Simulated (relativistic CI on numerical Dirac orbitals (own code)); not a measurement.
**Hf2+: 5p photoemission**

Computed with this model: Dirac-Coulomb-Breit CI, KLI orbitals optimised for each configuration, model QED, multiplet model of photoemission in the sudden approximation, unscaled Slater integrals; configurations [Xe] 4f14 5d2 → [Kr] 4d10 4f14 5s2 5p5 5d2; 300 K; Lorentzian 2.1 eV and Gaussian 0.6 eV FWHM. Energies are those of the free ion, without screening or charge transfer. The energies are binding energies and can lie tens of eV above those of solids. S is read from ⟨S²⟩ = S(S + 1).

Field parameters in Wybourne normalisation: Oh B⁴₀ = 21Dq, B⁴₄ = √(5/14) B⁴₀; Td as Oh with Dq negative (B⁴₀ = 21Dq, B⁴₄ = √(5/14) B⁴₀). The field is a parameter set, without covalency.

free ion: ground-state S = 0.98, centroid 56.75 eV. Peaks (eV, height): 53.4 (100), 57.6 (31), 63.6 (31), 69.2 (23).

Oh, 10Dq = 26200 cm⁻¹: ground-state S = 0.99, centroid 56.87 eV. Peaks (eV, height): 53.2 (100), 60.2 (35), 62.8 (35), 70.0 (13).

Oh, 10Dq = 10650 cm⁻¹: ground-state S = 0.99, centroid 56.83 eV. Peaks (eV, height): 53.4 (100), 58.6 (30), 62.6 (36), 69.2 (17).

Td, 10Dq = -12050 cm⁻¹: ground-state S = 1.00, centroid 56.88 eV. Peaks (eV, height): 52.8 (100), 59.6 (32), 62.2 (44), 68.6 (13).

Oh, 10Dq = 43400 cm⁻¹: ground-state S = 0.99, centroid 56.88 eV. Peaks (eV, height): 53.2 (100), 61.2 (44), 71.4 (9).

Strongest unbroadened transitions for Oh, 10Dq = 26200 cm⁻¹:

```tsv
Energy (eV)	Relative strength
51.88	77.4
51.94	74.3
51.95	74.4
52.89	100.0
53.00	27.5
53.04	54.8
53.05	30.9
53.36	52.9
53.67	58.4
53.88	27.4
54.00	55.3
54.35	62.7
54.41	34.5
60.19	28.0
60.20	37.7
62.30	32.9
63.10	66.7
70.16	30.7
```
